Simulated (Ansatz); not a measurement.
```yaml
crystal:
  periodic: [false, false, false]
  atoms:
    - {symbol: B, position_ang: [0.559069, -0.068497, -1.655681]}
    - {symbol: Cl, position_ang: [2.317814, -0.204117, -1.145364]}
    - {symbol: Cl, position_ang: [0.186321, -0.041087, -3.361404]}
    - {symbol: S, position_ang: [-0.345127, 1.539931, -0.792287]}
    - {symbol: C, position_ang: [0.587269, 1.867366, 0.770305]}
    - {symbol: B, position_ang: [-1.648588, 0.126969, -0.280483]}
    - {symbol: Cl, position_ang: [-2.055205, 0.208683, 1.471700]}
    - {symbol: Cl, position_ang: [-3.092363, 0.174983, -1.408892]}
    - {symbol: S, position_ang: [-0.502946, -1.530426, -0.738233]}
    - {symbol: C, position_ang: [0.289210, -1.986780, 0.738197]}
    - {symbol: H, position_ang: [-0.180216, 2.021759, 1.563750]}
    - {symbol: H, position_ang: [1.246222, 1.050137, 1.007102]}
    - {symbol: H, position_ang: [1.130935, 2.790365, 0.581845]}
    - {symbol: H, position_ang: [-0.075376, -2.911556, 1.099257]}
    - {symbol: H, position_ang: [0.237879, -1.165230, 1.538837]}
    - {symbol: H, position_ang: [1.366304, -2.059174, 0.544371]}
basis:
  gaussian: {orbitals: "6-31++G**", nuclear_model: gaussian}
magnetization: {spin_polarized: true, initial_magnetization: 0}
hamiltonian: {xc: {name: r2SCAN0}}
scf: {omitted_lower_state_checks: [starts]}
```

```sh
$ ansatz run in.yaml --threads 2 --pin off --events-out ev --progress --plain --max-ram 22528MiB --backend cpu
```

Output, abridged:

```
Functional definition: r2SCAN0
2182 factors; integrals over basis functions are off by at most 8.2e-4 eV
mean field evaluation 1: about -75274.6394 eV, gradient 3.9e1 eV
mean field evaluation 2: about -75273.5926 eV, gradient 4.0e1 eV
mean field evaluation 4: about -75281.6032 eV, gradient 1.3e0 eV
mean field evaluation 8: about -75281.9413 eV, gradient 1.4e-1 eV
mean field evaluation 16: about -75281.9414 eV, gradient 4.4e-5 eV
mean field -75281.94137870 eV, -2766.5603177347 hartree, gradient 4.5e-5 eV, S^2 0.000000; 0 other end points of the search recorded, 0 dependent functions left out
reference -75281.94142734 eV, -2766.5603195219 hartree; 64, 64 occupied and 186, 186 virtual orbitals, 2182 factors
Total energy: -75281.94142734 eV, -2766.5603195219 hartree
Checks for a lower state left out: starts
```

Hardware: 2 threads of AMD EPYC 7R13 on a shared host. Wall time 44 s, peak host memory 1.7 GiB.

The 6-31G sets use Cartesian d functions.
